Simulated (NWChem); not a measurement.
InHOBrF; SMILES [OH][In]([F])[Br]

```xyz
5

In    -0.0134     0.6486     0.0000
F      1.6987     1.5898     0.0000
Br     0.0005    -1.7955     0.0000
O     -1.6529     1.7570     0.0000
H     -1.4274     2.6965     0.0000
```
Atoms are numbered in this order, from 1.

Computed with NWChem. Coordinates come from a PBE0/def2-SVP optimisation. No frequency run checked for a minimum. def2 effective core potentials on In; no spin-orbit coupling. Ions are spin-unrestricted doublets at the neutral geometry; other ion states weren't tried.

For level B3LYP/def2-SVP:

| Property | Value |
|---|---|
| −ε(HOMO) (eV) | 8.46 |

### Question
How do the values read with level PBE/def2-SVP instead?

### Answer
The −ε(HOMO) (eV) comes out as 7.28.
